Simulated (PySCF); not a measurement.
Job for PySCF: R-B3LYP/6-31G* on ClF (SMILES FCl) with ghost functions, monomers drawn apart or pushed together.

```python
from pyscf import gto, scf, dft, mp
from pyscf.data.elements import chemcore

mol = gto.M(
    atom='''
    F     0.70387468   -0.92501210    5.85289607
    Cl    0.40051047   -0.51513297    4.26259533
    ghost-O   -0.32912048    0.46415497    0.02710747
    ghost-H   -0.71488718   -0.33334068   -0.35451210
    ghost-H    0.54676287    0.55023295   -0.36768104
    ''',
    basis='6-31g*',
    cart=True,
    charge=0, spin=0, verbose=3, max_memory=1800)
mf = dft.RKS(mol, xc='b3lyp')
mf.conv_tol = 1e-8
mf.max_cycle = 100
mf.kernel()
if not mf.converged:
    mf = mf.newton().run(mf.mo_coeff, mf.mo_occ)
```

It printed:

```
converged SCF energy = -559.942679505486
```

The calculation finished and met its thresholds.

Cost: very roughly 1.4 core-seconds.
